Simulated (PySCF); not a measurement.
C$_{2}$H$_{4}$AlClO$_{2}$ (SMILES CC(=O)[O][AlH][Cl]), singlet, geometry from GFN2-xTB (such geometries of metal compounds can be far from the true shape). Base run: PySCF with M062X/6-31G.

The PySCF input:
```python
from pyscf import gto, scf, dft, solvent

mol = gto.M(
    atom='''
Al    1.00491175    0.02898699    0.78737544
Cl    0.18348354    0.57033855    2.54858598
H     2.46869525   -0.23147191    0.53933919
O     0.07808002   -0.15765738   -0.58852285
C    -0.60151936   -0.48198680   -1.69625012
C    -0.89916732    0.70235533   -2.57648767
O    -0.92210485   -1.61040392   -1.92632384
H    -1.46109093    0.38167112   -3.44838316
H     0.03662110    1.16345806   -2.88544767
H    -1.47097971    1.43603598   -2.01215024
''',
    basis='6-31g',
    verbose=4,
)

mf = dft.RKS(mol)
mf.xc = 'm062x'
mf.kernel()
mf.analyze()
```

The base run was repeated with changes; each row names its change, and settings that it needs were set with it.

| change | ΔE vs base (kJ/mol) | dipole (D) | HOMO-LUMO gap (eV) |
|---|---|---|---|
| base | 0.00 | 3.06 | 8.94 |
| model = COSMO; solvent = acetonitrile | -43.1 | 3.85 | 9.74 |
| model = IEF-PCM; solvent = acetonitrile; r_probe = 0.5 | -18.09 | 3.52 | 9.34 |
| model = IEF-PCM; solvent = acetonitrile; vdw_scale = 1.0 | -93.3 | 4.21 | 10.29 |
| model = C-PCM; solvent = acetonitrile | -43.8 | 3.86 | 9.75 |
| model = IEF-PCM; solvent = acetonitrile; vdw_scale = 1.1 | -62.0 | 4.01 | 9.99 |
| model = ddCOSMO; solvent = acetonitrile | -30.8 | 3.74 | 9.55 |
| model = IEF-PCM; solvent = acetonitrile | -43.2 | 3.85 | 9.74 |
| model = IEF-PCM; solvent = acetonitrile; lebedev_order = 41 | -43.3 | 3.85 | 9.75 |
| model = IEF-PCM; solvent = acetonitrile; lebedev_order = 11 | -42.8 | 3.85 | 9.72 |
| model = SS(V)PE; solvent = acetonitrile | -42.9 | 3.83 | 9.74 |
| model = IEF-PCM; solvent = methanol | -43.0 | 3.85 | 9.74 |

The base is the gas phase, so ΔE is the electrostatic part of solvation at a fixed geometry, without cavity and dispersion terms.
